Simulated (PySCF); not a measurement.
A structure optimised at PBE0-D3(BJ)/def2-SVP, used in a PySCF frequency run:

```
Sb
C 1 2.2095
H 2 1.1046 1 103.72
C 2 1.5213 3 109.23 1 117.35
H 4 1.1012 2 112.24 3 -56.61
H 4 1.1029 5 107.49 2 122.93
H 4 1.1045 5 107.47 6 114.89
C 2 1.5216 3 109.04 4 123.05
H 8 1.1005 2 112.41 3 55.23
H 8 1.1026 9 107.69 2 -123.29
H 8 1.1051 9 107.18 10 -114.96
C 1 2.2126 2 94.90 3 -57.88
H 12 1.1037 1 104.43 2 18.25
C 12 1.5222 13 109.25 9 -178.47
H 14 1.1009 12 112.29 13 55.49
H 14 1.1030 15 107.44 12 -123.05
H 14 1.1049 15 107.55 16 -114.83
C 12 1.5230 13 109.35 14 -122.86
H 18 1.1007 12 112.48 13 -56.60
H 18 1.1026 19 107.35 12 122.94
H 18 1.1053 19 107.49 20 114.92
```
Charge 0, spin multiplicity 2.

Question: Write its SMILES and formula.

Answer: C[CH](C)[Sb][CH](C)C, C6H14Sb

Question: What are its rotational constants (standard atomic weights)?

Answer: 2.2542, 1.0311, 0.82633 GHz
